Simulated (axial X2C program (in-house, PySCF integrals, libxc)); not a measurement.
How long does ZrB⁻ take?

A bond scan computed with an in-house relativistic program for diatomic molecules. Basis: Zr dyall-acv3z [12s13p10d6f3g], B dyall-av3z [8s7p3d2f] (cores contracted in-house).

The run was started with this input:
```json
{"zs": [40, 5], "q": -1, "bas": ["dyall-acv3z", "dyall-av3z"], "levels": ["PBE0", "HF", "PW91"], "cc": true, "r0": 2.39, "thr": -1.0, "nmax": 90, "npts": 10, "nst": 2, "ntry": 6}
```
```bash
python so2c.py task.json out
```

Keys: zs atomic numbers; q charge; bas basis sets; levels methods; cc coupled cluster on or off; r0 starting distance in Å; thr threshold in hartree for freezing inner shells (an s shell follows its p shell); nmax most natural virtual spinors; npts points on the curve; nst determinants followed; ntry starts of the search. HF also brings MP2.

Hardware: 1 thread of Arm Neoverse V2, with other jobs on the host.

Wall time of one point of each curve, integrals apart:

```tsv
Hamiltonian	level	points	seconds a point
spin-free	PBE0	10	0.79
spin-free	HF	10	0.46
spin-free	CCSD(T) (8 electrons, 90 virtuals)	7	3.1
spin-free	PW91	10	0.46
2c	PBE0	10	1.8
2c	HF	10	1
2c	CCSD(T) (8 electrons, 90 virtuals)	7	4.2
2c	PW91	10	0.56
```

The rest:

Search with its distance optimisation 79 s, atoms 30 s, whole task 230 s. Coupled cluster runs on the points near the minimum only. The program drops outer points, and coupled cluster, when its time limit (not in the input) nears; MP2, further determinants and curves that did not converge are not in the table.
